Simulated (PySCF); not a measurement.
Si(H)2(NHSiH3)(Me) (CH9NSi2), SMILES [SiH2](C)N[SiH3].

Coordinates come from a PBE0-D3(BJ)/def2-SVP optimisation. Other conformers were not sampled.

Two levels are set side by side: TDA-PBE/def2-SVPD (PySCF) and TDA-PBE0/def2-SVPD (PySCF). Vertical, same geometry. The lowest singlet is HOMO→LUMO 97 % with PBE and HOMO→LUMO 98 % with the other functional; states are paired by order. Differences are taken from unrounded values.

```json
[
 {"quantity": "lowest singlet excitation (eV)", "TDA-PBE0": "6.10"},
 {"quantity": "lowest triplet excitation (TDA) (eV)", "TDA-PBE0": "5.76"},
 {"quantity": "first bright state (f over 0.05) (eV)", "TDA-PBE0": "7.62"},
 {"quantity": "its oscillator strength", "TDA-PBE0": "0.08"}
]
```

### Question
What does TDA-PBE give, and how far is it from TDA-PBE0? (An estimate is asked for; the answer gives what the named calculation found.)

### Answer

```csv
quantity,TDA-PBE,TDA-PBE minus TDA-PBE0
lowest singlet excitation (eV),5.46,-0.64
lowest triplet excitation (TDA) (eV),5.20,-0.56
first bright state (f over 0.05) (eV),6.85,-0.77
its oscillator strength,0.06,-0.02
```

A lower first singlet is the usual sign of a functional without exact exchange. Differences between two approximate levels are no errors against the true value.

Rough cost on one machine, each run with all the roots and properties that it gave: TDA-PBE0 against TDA-PBE about 2 times.
